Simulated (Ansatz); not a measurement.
Consider the formal exchange of groups at a Ga–C bond: `C[NH][GaH][CH3]` + `CC(C)CF` → `C[NH][GaH][CH2]F` + `CC(C)C`.

Isolated molecules relaxed with PBE0-D4/def2-TZVP in Ansatz; ΔE leaves out vibrations. CCSD(T)/CBS is the MP2 limit (def2-TZVPP, def2-QZVPP) plus CCSD(T) − MP2 in def2-TZVPP, frozen cores. DFT in def2-TZVPP. B3LYP here is the variant with VWN-RPA as its local correlation; programs differ in this. For Ga outer-core shells are correlated without core-valence functions, which leaves a few kJ/mol of doubt a bond. Scalar relativity is left out up to krypton. One conformer a species, not always the lowest.

(1) Is it downhill or uphill in electronic energy at CCSD(T)/CBS, and by how much? (Estimate.)

(2) What do these levels give: revPBE-D4, BLYP-D4, PBE-QIDH, BLYP, B3LYP, MP2/def2-SVP? (Estimate.)

Largest T1 diagnostic among the species: 0.014.

## Answers

(1) Computed: Uphill: ΔE = +8.9 kcal/mol.

(2) The calculation gave: revPBE-D4 7.3, BLYP-D4 7.0, PBE-QIDH 9.3, BLYP 7.0, B3LYP 7.8, MP2/def2-SVP 8.9 kcal/mol.

From BLYP to BHLYP (50 % exact exchange), in def2-TZVPP and without D4, ΔE moves by +1.6 kcal/mol. Leaving LDA and LC-ωPBE aside and taking each functional with its dispersion term where it has one, the values spread over 2.3 kcal/mol, from BLYP-D4 to PBE-QIDH. LDA lies +1.0 kcal/mol from PBE without D4.
